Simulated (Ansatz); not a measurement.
Start from `FCC(F)(C(F)(F)F)C(F)(F)F` and change one atom or group to get `FCC(F)(F)C(F)(F)F`.

Ansatz, PBE0-D4/def2-TZVP geometries, multiplicity 1. Each molecule was computed in one conformer, which needn't be the lowest.

```json
{"property": "HOMO–LUMO gap (B3LYP/def2-TZVPP) / eV", "`FCC(F)(C(F)(F)F)C(F)(F)F`": "10.70"}
{"property": "LUMO energy (B3LYP/def2-TZVPP) / eV", "`FCC(F)(C(F)(F)F)C(F)(F)F`": "0.44"}
{"property": "HOMO–LUMO gap (PBE0/def2-TZVPP) / eV", "`FCC(F)(C(F)(F)F)C(F)(F)F`": "11.24"}
{"property": "HOMO energy (ωB97M-V/def2-TZVPP) / eV", "`FCC(F)(C(F)(F)F)C(F)(F)F`": "-12.89"}
{"property": "LUMO energy (PBE/def2-TZVPP) / eV", "`FCC(F)(C(F)(F)F)C(F)(F)F`": "-0.41"}
{"property": "HOMO–LUMO gap (ωB97M-V/def2-TZVPP) / eV", "`FCC(F)(C(F)(F)F)C(F)(F)F`": "15.58"}
```

(1) Give the same properties after the change, and the shifts. (Estimate.)

Results:

(1) The calculation gave: 
```csv
property,`FCC(F)(F)C(F)(F)F`,shift
HOMO–LUMO gap (B3LYP/def2-TZVPP) / eV,10.51,-0.19
LUMO energy (B3LYP/def2-TZVPP) / eV,0.52,0.08
HOMO–LUMO gap (PBE0/def2-TZVPP) / eV,11.05,-0.19
HOMO energy (ωB97M-V/def2-TZVPP) / eV,-12.61,0.28
LUMO energy (PBE/def2-TZVPP) / eV,-0.25,0.16
HOMO–LUMO gap (ωB97M-V/def2-TZVPP) / eV,15.27,-0.31
```

With PBE0 the HOMO rises by 0.28 eV and the LUMO rises by 0.11 eV, so the gap narrows by about 0.17 eV. PBE moves the HOMO by 0.26 eV and ωB97M-V by 0.28 eV. The zero-point energy changes by -33.6 kJ/mol with -9 modes.

Positive LUMOs are unbound, so they and the gaps depend on the basis.

B3LYP here is the variant with VWN-RPA as its local correlation; programs differ in this.
